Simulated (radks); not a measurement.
The silicon anion Si4-, [Ar], held by a Watson sphere: a shell of charge +4 at radius R that stands for the Madelung well of a crystal (potential energy -4/R inside, -4/r outside, in hartree with lengths in bohr). All-electron calculation, non-relativistic Kohn-Sham, PBEsol, spin-polarised, spherical densities, point nucleus. Program: a radial shooting solver on a logarithmic mesh with Libxc functionals. Response by self-consistent Sternheimer equations with the Hartree and adiabatic LDA kernel. The sphere does not respond.

| R (bohr) | e(2p) (eV) | e(3s) (eV) | e(3p) (eV) | <r> 3p (bohr) | sum of <r^2> (bohr^2) | X-ray form factor at sin(theta)/lambda = 0.2 1/angstrom | alpha (bohr^3) |
|---|---|---|---|---|---|---|---|
| 2.19 | -92.156 | -14.541 | -7.566 | 2.489 | 56.50 | 10.073 | 37.79 |
| 2.94 | -91.824 | -11.989 | -6.147 | 2.898 | 74.26 | 9.553 | 66.43 |
| 3.58 | -92.130 | -10.432 | -5.101 | 3.252 | 91.44 | 9.412 | 107.8 |
| 4.09 | -92.313 | -9.543 | -4.420 | 3.540 | 106.5 | 9.419 | 157.2 |
| 4.11 | -92.318 | -9.514 | -4.397 | 3.551 | 107.1 | 9.421 | 159.5 |
| 4.28 | -92.360 | -9.280 | -4.202 | 3.649 | 112.4 | 9.436 | 180.3 |
| 4.3 | -92.364 | -9.254 | -4.180 | 3.660 | 113.1 | 9.438 | 182.9 |
